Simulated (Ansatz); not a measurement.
`[CH3][Ge]([CH3])([Cl])[Cl]` → `CCl` + `[CH3][Ge][Cl]` at 500 K and 1 bar (germylene formation by 1,1-elimination).

Isolated molecules relaxed with PBE0-D4/def2-TZVP in Ansatz; ΔE leaves out vibrations. CCSD(T)/CBS is the MP2 limit (def2-TZVPP, def2-QZVPP) plus CCSD(T) − MP2 in def2-TZVPP, frozen cores. This one scheme is used for every species. For Ge outer-core shells are correlated without core-valence functions, which leaves a few kJ/mol of doubt a bond. Scalar relativity is left out up to krypton.

```tsv
species	CCSD(T)/CBS energy (Eh)	H − E (kJ/mol)	S (J/(mol·K))
`[CH3][Ge]([CH3])([Cl])[Cl]`	-3075.50426	253.6	451.2
`CCl`	-499.63220	119.3	258.4
`[CH3][Ge][Cl]`	-2575.77362	126.4	350.0
```

H − E and S are ideal-gas, rigid-rotor, harmonic terms from PBE0-D4/def2-TZVP. 1 Eh = 2625.50 kJ/mol, R = 8.31446 J/(mol·K).

Task: By hand: ΔE, ΔH, ΔS and ΔG.

Result: ΔE = (-499.63220) + (-2575.77362) − (-3075.50426) = 0.09844 Eh = 258.5 kJ/mol. Δ(H − E) = 119.3 + 126.4 − 253.6 = -7.9, so ΔH = 250.6 kJ/mol. ΔS = 258.4 + 350.0 − 451.2 = 157.2 J/(mol·K). ΔG = 250.6 − 500 × (157.2)/1000 = 172.0 kJ/mol.

Task: By hand: the equilibrium constant, and the temperature at which ΔG would vanish if ΔH and ΔS stayed fixed.

Result: log₁₀ K = −ΔG/(RT ln 10) = -18.0. ΔG = 0 at ΔH/ΔS = 1594 K.

The number of gas molecules changes by +1, which sets the sign of ΔS. A doubt of 5 kJ/mol in ΔE shifts log₁₀ K by 0.5 here. These are equilibria of isolated gas molecules and say nothing of rates. Largest T1 diagnostic: 0.012 (customary marks: 0.02 for closed shells, 0.045 for open ones).
